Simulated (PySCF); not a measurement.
# Sc⁺ (scandium, charge +1) across methods

[Ar] 3d1 4s1, high-spin 3D determinant. All numbers are calculated (PySCF 2.14, the non-relativistic Hamiltonian (point nucleus), in dyall-av2z (16s12p7d2f, 101 functions)). The B2PLYP total includes its PT2 part (frozen core); its orbital energies are those of the SCF part.

```
method  E (hartree)  mean ε 3p β (eV)  mean ε 3d α (eV)  mean ε 4s α (eV)  Σ⟨r²⟩ (bohr²)   ⟨S²⟩
   UHF   -759.53383           -48.696           -16.430           -12.228          30.49  2.001
B2PLYP     -760.160           -44.757           -13.835           -11.285          29.95  2.001
r2SCAN     -760.342           -40.885           -11.163           -10.280          29.90  2.001
 TPSSh     -760.396           -41.283           -11.590           -10.293          29.97  2.000
   LDA     -758.435           -40.177           -10.809           -10.344          29.80  2.000
 wB97X     -760.373           -45.105           -14.649           -12.280          30.02  2.001
  PW91     -760.392           -40.160           -10.950           -10.213          29.91  2.000
  PBE0     -760.195           -42.538           -12.401           -10.764          29.93  2.000
   PBE     -760.153           -40.091           -10.864           -10.153          29.96  2.000
```
